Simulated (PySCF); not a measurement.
Trimethylamine trifluoroborane, C3H9BF3N.
Numbering: `[CH3:1][N+:2]([CH3:3])([CH3:4])[B-:5]([F:6])([F:7])[F:8]` (hydrogens: H9, H10, H11 on C1; H12, H13, H14 on C3; H15, H16, H17 on C4)

Structure used (PBE0-D3(BJ)/def2-SVP), in Å, numbered top down from 1:
```xyz
17
C3H9BF3N angstrom
C     -0.1631    1.5981   -0.0184
N      0.0433    0.1404   -0.0092
C      1.3647   -0.1910    0.5494
C     -0.0968   -0.4094   -1.3678
B     -1.1310   -0.5550    0.9638
F     -2.3239   -0.1925    0.3914
F     -0.9275   -0.0095    2.2062
F     -0.8827   -1.9031    0.9067
H     -1.1676    1.8075   -0.4043
H      0.5955    2.0882   -0.6480
H     -0.0969    1.9685    1.0114
H      1.4641   -1.2820    0.5910
H      1.4245    0.2073    1.5690
H      2.1632    0.2400   -0.0741
H      0.6579    0.0295   -2.0384
H     -1.1055   -0.1848   -1.7339
H      0.0263   -1.4977   -1.3200
```

Method used: TDDFT B3LYP/def2-SVPD, vertical, gas phase, core orbitals frozen in the response in PySCF.

Transition dipole moments from the ground state, in atomic units and in the frame of the coordinates above (overall signs are arbitrary), for the states with f of 0.002 or more among the lowest 10:

```
state  E (eV)      μx      μy      μz
   S1   8.422   0.316   0.186  -0.263
   S3   9.425   0.135  -0.159   0.048
   S4   9.426   0.070   0.110   0.169
   S7   9.622   0.478   0.284  -0.396
   S8   9.811  -0.295  -0.174   0.244
   S9  10.155  -0.057  -0.108  -0.143
  S10  10.155   0.129  -0.151   0.049
```

Problem. Work out the oscillator strengths.

Solution. f = (2/3) ΔE |μ|² with ΔE in hartree (27.2114 eV).

```
state  |μ|² (au)  |μ| (D)      f
   S1      0.204     1.15  0.042
   S3      0.046     0.54  0.011
   S4      0.046     0.54  0.011
   S7      0.466     1.74  0.110
   S8      0.177     1.07  0.043
   S9      0.036     0.48  0.009
  S10      0.042     0.52  0.010
```

Problem. What is the point group, and which symmetry does each of these states have?

Solution. C3v. The ground state is totally symmetric, so the direction of μ fixes the label. Polarised along the main axis, so A1: S1, S7 and S8. Polarised across the main axis, so E: S3, S4, S9 and S10.

Problem. Which bond between heavy atoms lies closest to the direction of the S7 transition dipole?

Solution. N2–B5, at 0° from it; next C1–N2, N2–C3 and N2–C4 at 72°.

Problem. What angle do the transition dipoles of S1 and S8 make?

Solution. |cos θ| = |μa·μb| / (|μa| |μb|) = 1.00, so θ ≈ 0° (taken between 0 and 90°, since the signs are arbitrary).

Problem. How is the summed strength of these states shared among x, y and z?

Solution. (2/3) Σ ΔE μα² gives 0.106 for x, 0.051 for y and 0.078 for z, 0.235 in all.

Problem. What peak molar absorption coefficient would the strongest computed level give as a lone Gaussian band 0.4 eV wide at half height?

Solution. ε(max) = 2.175×10⁸ f / FWHM, with the width in cm⁻¹. S7: 2.175×10⁸ × 0.1099 / 3226 ≈ 7400 L mol⁻¹ cm⁻¹.

S3/S4 and S9/S10 coincide within about 0.01 eV; within a degenerate level the directions of the single components are arbitrary.

All these states lie below the vertical ionisation energy of 11.47 eV (ΔSCF).
